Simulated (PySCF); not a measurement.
Excitation energy of Ta²⁺ by level of theory

Ta²⁺ [Xe] 4f14 5d3 (4F) → Ta²⁺ [Xe] 4f14 5d2 6s1 (4F), as a difference of total energies. All numbers are calculated (PySCF 2.14, scalar relativity by spin-free X2C-1e, in x2c-QZVPPall). The calculations carry no spin-orbit coupling.

| method | excitation energy (eV) |
| --- | --- |
| UHF | 0.759 |
| B3LYP | 0.477 |
| revPBE | 0.498 |

The basis was made for the ground configuration and has no added diffuse functions, so the excitation energy can come out too high.
